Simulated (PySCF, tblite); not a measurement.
Isomers of C4H6N2OSi, one GFN2-xTB conformer each. Single-point energies are computed at PBE0/pcSseg-1 (PySCF, gas phase, no added dispersion term), electronic only.

```csv
SMILES,GFN2-xTB relative energy (kcal/mol)
O=Cc1nccn1[SiH3],0.0
C/C(C#N)=N/[SiH2]C=O,70.9
C=NC(=C)O[SiH2]C#N,49.3
```

Conformers: `[O:1]=[CH:2][c:3]1[n:4][cH:5][cH:6][n:7]1[SiH3:8]` with O1–C2–C3–N4 180°; `[CH3:1]/[C:2]([C:3]#[N:4])=[N:5]/[SiH2:6][CH:7]=[O:8]` with C2–N5–Si6–C7 -123°, N5–Si6–C7–O8 155°; `[CH2:1]=[N:2][C:3](=[CH2:4])[O:5][SiH2:6][C:7]#[N:8]` with C1–N2–C3–C4 178°, N2–C3–O5–Si6 -172°, C3–O5–Si6–C7 -60°.

What does PBE0/pcSseg-1 give for the same structures?

```
              SMILES  PBE0/pcSseg-1 E (Eh)  PBE0/pcSseg-1 (kcal/mol)  GFN2-xTB (kcal/mol)  point group
    O=Cc1nccn1[SiH3]            -629.70263                       0.0                  0.0           Cs
  C=NC(=C)O[SiH2]C#N            -629.66184                      25.6                 49.3           C1
C/C(C#N)=N/[SiH2]C=O            -629.64019                      39.2                 70.9           C1
```

Both levels put the same isomer lowest; measured from each level's own lowest isomer, the values differ by up to 31.7 kcal/mol (C/C(C#N)=N/[SiH2]C=O: 70.9 against 39.2). As drawn, the lowest has an aromatic ring, which the highest lacks; the highest has a C≡N group, a C=N bond and an Si–C bond, which the lowest lacks.

Which frontier levels, dipoles and rotational constants go with these structures?

| SMILES | HOMO (eV, PBE0/pcSseg-1) | LUMO (eV) | dipole (D) | A, B, C (MHz) |
| --- | --- | --- | --- | --- |
| O=Cc1nccn1[SiH3] | -7.34 | -2.16 | 1.69 | 3097, 1797, 1155 |
| C=NC(=C)O[SiH2]C#N | -7.30 | -1.51 | 3.60 | 3563, 971.9, 851.1 |
| C/C(C#N)=N/[SiH2]C=O | -7.08 | -2.54 | 3.82 | 3119, 867.0, 765.2 |

What happens when harmonic zero-point energies from GFN2-xTB frequencies are added?

```
              SMILES  ZPE (kcal/mol)  electronic (kcal/mol)  with ZPE (kcal/mol)
    O=Cc1nccn1[SiH3]            58.6                    0.0                  0.0
  C=NC(=C)O[SiH2]C#N            56.8                   25.6                 23.8
C/C(C#N)=N/[SiH2]C=O            56.4                   39.2                 37.0
```

The zero-point energies span 2.2 kcal/mol. The order is unchanged.
